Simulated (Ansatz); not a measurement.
CH$_{4}$BFSe, SMILES `CB(F)[SeH]`, relaxed with RKS PBE0-D4/def2-TZVP in Ansatz 0.2.0 from a PBE-D4/def2-SVP geometry. The force threshold is 0.005 eV/Å; the program also tests the step.

Total charge 0; spin multiplicity 1.

Start:

```xyz
8

C    -0.866   -0.351    0.006
B     0.582   -0.069   -0.526
F     0.968   -0.603   -1.698
Se    1.951    1.017    0.363
H    -1.000   -1.449    0.130
H    -1.119    0.142    0.963
H    -1.608   -0.039   -0.761
H     1.091    1.351    1.524
```

```tsv
step	energy (eV)	largest force (eV/Å)	largest move (Å)
1	-69836.8995	0.448	0.000
2	-69836.9224	0.168	0.016
3	-69836.9245	0.027	0.008
4	-69836.9245	0.021	0.004
5	-69836.9245	0.007	0.002
6	-69836.9245	0.001	0.003
```

End:

```xyz
8

C    -0.863   -0.353    0.004
B     0.575   -0.070   -0.522
F     0.961   -0.600   -1.680
Se    1.934    1.013    0.362
H    -0.998   -1.433    0.125
H    -1.104    0.133    0.948
H    -1.594   -0.037   -0.749
H     1.089    1.347    1.512
```

It took 17 s on 2 threads of a server CPU on a shared host, with 0.39 GiB of host memory at the peak.
